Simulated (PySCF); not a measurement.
Computed IR spectrum (relative IR intensity) of a molecule H6O3Si2. Geometry: PBE-D3(BJ)/def2-SVP. One conformer was computed; it need not be the lowest. Level of theory: PBE-D3(BJ)/def2-SVP (PySCF). Frequencies are harmonic and unscaled.

Lines under 2 % of the strongest are left out, and lines within 2 cm⁻¹ are merged.

```
ν (cm⁻¹)  relative intensity
--------  ------------------
84                       7.1
149                      5.6
221                       26
281                      4.6
299                      2.7
462                      6.8
766                      100
781                      3.0
861                      2.2
937                       30
2139                     6.1
2151                      23
3768                      28
```

Task: Identify the compound among the candidates.
(A) O[Si](O)(O)[SiH3]
(B) O[SiH2][SiH](O)O
(C) O[SiH](O)O[SiH3]
(D) O[SiH2]O[SiH2]O

Result: A, O[Si](O)(O)[SiH3]
